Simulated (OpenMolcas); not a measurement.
Pr4+ with 6 ligands (bromide) in trigonal prismatic coordination (D3h), a polar angle of 50.6° against the regular 49.1°. A charge of +0.333 e stands 2.8 Å behind each ligand. Ligand basis ANO-RCC-VDZP.

- Program: OpenMolcas 26.06
- Method: CASSCF
- Basis: ANO-RCC-VDZP [7s6p4d2f1g]
- Scalar Hamiltonian: DKH2, point nucleus
- Active space: 1 electron in 7 orbitals (4f)
- State averaging: 2S+1 = 2 odd, 7 roots
- Spin-orbit coupling: RASSI with atomic mean-field integrals over the reference wave functions

All ligands move together. At R = 2.76 Å the width of the lowest J multiplet is 925 cm-1, and at R = 2.83 Å it is 863 cm-1.

**Question.** A third run gives 1049 cm-1. What distance was it run at?

**Answer.** With a power law R^-n the two known points give n = -ln(863 / 925) / ln(2.83 / 2.76) = 2.77. Then R = 2.76 × (925 / 1049)^(1/2.77) = 2.637 Å. The run was at 2.65 Å, so the estimate is off by -0.013 Å.

No measured value stands beside these numbers; the geometry is a model, was not optimised and need not be the one that this ion takes.
